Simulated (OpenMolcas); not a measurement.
# Computed transition rates of Cl2+

| Quantity | Value |
| --- | --- |
| Program | OpenMolcas 26.06 |
| Method | CASSCF |
| Basis | ANO-RCC-VQZP [6s5p3d2f1g] |
| Scalar Hamiltonian | DKH2, point nucleus |
| Active space | 5 electrons in 4 orbitals (3s 3p) |
| State averaging | 2S+1 = 4 odd, 1 root; 2S+1 = 2 odd, 11 roots; 2S+1 = 4 even, 3 roots; 2S+1 = 2 even, 9 roots |
| Spin-orbit coupling | state interaction with AMFI integrals over the reference wave functions, term energies averaged over their components |

Rates come from the transition moments of the reference wave functions (E1 and E2 in the length form). At fixed line strength A goes as λ^-3 for E1 and M1 and as λ^-5 for E2, so a rate at the computed wavelength can be rescaled to the measured one. Measured vacuum wavelengths follow from level energies in Moore, Atomic Energy Levels, vol. I, NSRDS-NBS 35 (1971 reprint of NBS Circular 467, 1949). Branching counts decays inside the model space alone, at computed energies, and the table is only a selection of the E2 and M1 lines, drawn from those between levels with measured partners whose computed energy lies within a factor of 1.5 of the measured one.

```tsv
Upper	Lower	Type	λ computed (nm)	λ measured (nm)	A computed (s-1)	A rescaled (s-1)	Branching %
3s2 3p3 2P* 1/2	3s2 3p3 2D* 5/2	E2	1161	855.3	2.29e-02	1.06e-01	5.1
3s2 3p3 2P* 3/2	3s2 3p3 2D* 5/2	M1	1153	848.4	8.90e-02		8.7
3s2 3p3 2P* 3/2	3s2 3p3 2D* 5/2	E2	1153	848.4	4.12e-02	1.91e-01	4.0
3s2 3p3 2P* 1/2	3s2 3p3 2D* 3/2	M1	1151	850.4	9.92e-02		22.2
3s2 3p3 2P* 1/2	3s2 3p3 2D* 3/2	E2	1151	850.4	3.57e-02	1.62e-01	8.0
3s2 3p3 2P* 3/2	3s2 3p3 2D* 3/2	M1	1143	843.6	1.61e-01		15.8
3s2 3p3 2P* 3/2	3s2 3p3 2D* 3/2	E2	1143	843.6	1.79e-02	8.17e-02	1.8
3s2 3p3 2D* 3/2	3s2 3p3 4S* 3/2	M1	439.8	553.9	6.53e-03		85.2
3s2 3p3 2D* 3/2	3s2 3p3 4S* 3/2	E2	439.8	553.9	1.14e-03		14.8
3s2 3p3 2D* 5/2	3s2 3p3 4S* 3/2	E2	438.3	551.9	1.81e-03		95.5
3s2 3p3 2D* 5/2	3s2 3p3 4S* 3/2	M1	438.3	551.9	8.16e-05		4.3
3s2 3p3 2P* 1/2	3s2 3p3 4S* 3/2	M1	318.2	335.4	2.89e-01		64.7
3s2 3p3 2P* 3/2	3s2 3p3 4S* 3/2	M1	317.6	334.4	7.12e-01		69.7
```

Spin-changing lines and M1 lines between different terms are not rescaled, since their strength hangs on the term gaps too.

The largest correction is for 3s2 3p3 2P* 3/2 → 3s2 3p3 2D* 5/2 (E2): 4.12e-02 × (1153 / 848.4)^5 = 1.91e-01 s-1, a factor of 4.64.

No measured rate stands beside these. Rescaling mends the energy factor alone: line strengths can still be far off where a level mixes with configurations outside the active space, and weak or spin-changing lines hang on small mixing coefficients that depend on the term gaps too, so rescaling need not improve them.

Computed and measured levels are paired by configuration, term and J; levels that our copy of the source lacks, or whose pairing is in doubt (as where it misses far off the trend of its configuration), stay unpaired. Only configurations of the active space appear.

* marks odd parity.
